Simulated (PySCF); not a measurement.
PySCF input for H4P, SMILES [PH4+], charge +1, PBE0/pcJ-1. Geometry optimised at B3LYP-D3(BJ)/def2-TZVPD. The isomer is the one that the SMILES or the coordinates give; other isomers of the formula were not compared.

```python
import numpy as np
from pyscf import gto, scf, dft
from pyscf.prop.ssc import rks as ssc

mol = gto.M(
    atom='''
    P     0.00000000    0.00000000    0.00000000
    H     0.80713474   -0.80713474   -0.80713474
    H    -0.80713474   -0.80713474    0.80713474
    H    -0.80713474    0.80713474   -0.80713474
    H     0.80713474    0.80713474    0.80713474
    ''',
    basis='pcJ-1',
    charge=1,
    spin=0,
    max_memory=1600,
    verbose=3,
)
mf = dft.RKS(mol, xc='pbe0')
mf.grids.level = 3
mf.conv_tol = 1e-10
mf.max_cycle = 100
mf.kernel()
j = ssc.SSC(mf)
j.with_fcsd = True
j.max_cycle_cphf = 80
j.conv_tol = 1e-7
e11 = j.kernel()
```

Log of the run:

```
converged SCF energy = -341.057263317998
Reduced spin-spin coupling constant K (Hz)
               #0        #1        #2        #3        #4
        0 P    0.00000
        1 H   42.70452   0.00000
        2 H   42.70317  -0.10427   0.00000
        3 H   42.70320  -0.10427  -0.10435   0.00000
        4 H   42.70380  -0.10429  -0.10429  -0.10429   0.00000
Spin-spin coupling constant J (Hz)
               #0        #1        #2        #3        #4
        0 P    0.00000
        1 H  539.85102   0.00000
        2 H  539.83398  -3.25322   0.00000
        3 H  539.83440  -3.25334  -3.25569   0.00000
        4 H  539.84199  -3.25393  -3.25376  -3.25374   0.00000
```

The calculation finished and met its thresholds.
